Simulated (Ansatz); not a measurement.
Consider the formal exchange of groups at the Si–O bond: `O[Si](O)(O)Cl` + `[Cl][GeH3]` → `O[Si](O)(Cl)[GeH2][Cl]` + H₂O.

Gas-phase electronic energies from Ansatz, PBE0-D4/def2-TZVP geometries. CCSD(T)/CBS is the MP2 limit (def2-TZVPP, def2-QZVPP) plus CCSD(T) − MP2 in def2-TZVPP, frozen cores. This one scheme is used for every species. For Ge outer-core shells are correlated without core-valence functions, which leaves a few kJ/mol of doubt a bond. Scalar relativity is left out up to krypton. Each species was taken in one conformer, which may not be the lowest.

```
                 species  HF/def2-TZVPP energy (Eh)
         `O[Si](O)(O)Cl`                 -975.13433
            `[Cl][GeH3]`                -2536.66294
`O[Si](O)(Cl)[GeH2][Cl]`                -3435.68307
                     H₂O                  -76.06237
```

Question: Work out ΔE.

Answer: ΔE = (-3435.68307) + (-76.06237) − (-975.13433) − (-2536.66294) = 0.05183 Eh = +32.5 kcal/mol. CCSD(T)/CBS gives +24.1 kcal/mol.

Largest T1 diagnostic among the species: 0.011.

The D4 term adds −2.5 kcal/mol with B3LYP and −1.5 kcal/mol with PBE0; it sums over pairs of atoms, weighted by their polarisabilities, and B3LYP, whose exchange is more repulsive, gets the larger term. In def2-TZVPP, CCSD(T) changes the Hartree–Fock value by −7.1 kcal/mol (the triples alone add −1.0 kcal/mol) and MP2 by −7.0 kcal/mol.

B3LYP here is the variant with VWN-RPA as its local correlation; programs differ in this.
